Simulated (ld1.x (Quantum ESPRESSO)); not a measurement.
**Configuration tests for cobalt (Co) (PAW)**

| Item | Value |
| --- | --- |
| Element | Co (Z = 27) |
| Generator | ld1.x (Quantum ESPRESSO) 7.5 |
| Type | PAW |
| Functional | PBEsol |
| Relativity | scalar-relativistic |
| Frozen core | [Ar] |
| Valence charge | 9 |
| Reference configuration | 3d8 4s1 4p0 |
| Partial waves | 4s (bound): rcut 1.55, rcutus 2.05 bohr; 4s channel at 1.9 Ry: rcut 1.55, rcutus 2.05 bohr; 4p (bound, empty): rcut 3.90, rcutus 4.15 bohr; 4p channel at 2.35 Ry: rcut 3.90, rcutus 4.15 bohr; 3d (bound): rcut 0.75, rcutus 0.90 bohr; 3d channel at 3.4 Ry: rcut 0.75, rcutus 0.90 bohr |
| Local potential | all-electron potential smoothed inside 3.85 bohr (lloc = -2) |
| Core correction | a·sin(br)/r model core, default radius (ld1.x builds one for every PAW set, though the input has nlcc=.false.) |
| Augmentation charge | BESSEL, radius 0.80 bohr |

Energies are relative to the spin-unpolarised reference configuration 3d8 4s1 4p0; without spin polarisation the order of configurations can differ from experiment. The frozen-core shift is the all-electron ΔE with the core orbitals held at their reference shape minus the fully relaxed ΔE.

(1) Give the all-electron excitation energy and the error of the potential for: 3d7 4s2 4p0; 3d7 4s1 4p0; 3d7 4s0 4p0; 3d7 4s1.5 4p0; 3d7 4s0 4p2; 3d6 4s0 4p0; 3d8 4s0 4p0.

Results:

(1)

```csv
valence configuration,charge,ΔE all-electron (eV),error AE − PS (meV),frozen-core shift (meV)
3d7 4s2 4p0,0,1.214,-76,+67
3d7 4s1 4p0,+1,10.259,-85,+58
3d7 4s0 4p0,+2,26.956,-112,+63
3d7 4s1.5 4p0,+0.5,4.827,-78,+61
3d7 4s0 4p2,0,10.230,-95,+65
3d6 4s0 4p0,+3,62.793,-670,+580
3d8 4s0 4p0,+1,7.636,-10,+6.7
```
